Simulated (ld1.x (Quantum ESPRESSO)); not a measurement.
An all-electron radial function and its pseudo partner (holmium (Ho))

Columns: radius, all-electron u(r) and pseudo u(r) of the 5d shell (level -1.56 eV) of holmium in the configuration [Xe] 4f10 5d2 6s1 6p0; PBE, scalar-relativistic, TM scheme, ld1.x (Quantum ESPRESSO) 7.5.

```
r (bohr)  all-electron  pseudo
   0.195        0.0893  0.0041
   0.390       -0.2141  0.0304
   0.585       -0.1648  0.0918
   0.780        0.0438  0.1862
   0.975        0.2442  0.2977
   1.170        0.3924  0.4046
   1.365        0.4888  0.4892
   1.560        0.5444  0.5441
   1.755        0.5711  0.5716
   1.950        0.5784  0.5789
   2.145        0.5732  0.5733
   2.340        0.5601  0.5601
   2.535        0.5425  0.5425
   2.730        0.5222  0.5222
   2.925        0.5008  0.5008
   3.120        0.4788  0.4788
   3.315        0.4569  0.4569
   3.510        0.4351  0.4351
   3.705        0.4137  0.4137
   3.900        0.3928  0.3928
   4.095        0.3724  0.3724
   4.290        0.3525  0.3525
   4.485        0.3332  0.3332
   4.680        0.3146  0.3146
   4.875        0.2967  0.2967
   5.070        0.2796  0.2796
```

**Question.** How many radial nodes do the two functions have?

**Answer.** The all-electron 5d function has n − l − 1 = 2; the pseudo-wave has 0, since the states of the same l below it are removed with the core.

**Question.** Is the pseudo-wave norm-conserving?

**Answer.** Yes: the TM scheme keeps the norm inside the radius equal to the all-electron one, which fixes the energy derivative of the logarithmic derivative at the level.
